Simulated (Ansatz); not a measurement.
`CBB(N)Br`, charge 0, multiplicity 1.

(1) Give a relaxed structure at PBE0-D4/def2-TZVP (the Gaussian-basis code of Ansatz). (Best estimate.)

Answers

(1) The calculation gave: 
Z-matrix (Å, degrees):
```
C
B 1 1.559
H 1 1.091 2 115.9
H 1 1.103 2 104.4 3 117.2
H 1 1.093 2 113.8 3 -128.7
B 2 1.672 1 123.9 3 -13.3
H 2 1.204 1 117.6 3 164.4
Br 6 1.965 2 108.4 1 90.0
N 6 1.383 2 134.1 1 -90.0
H 9 1.007 6 123.1 2 -179.8
H 9 1.006 6 122.6 2 -0.4
```
This is one stationary point; other conformers may exist.
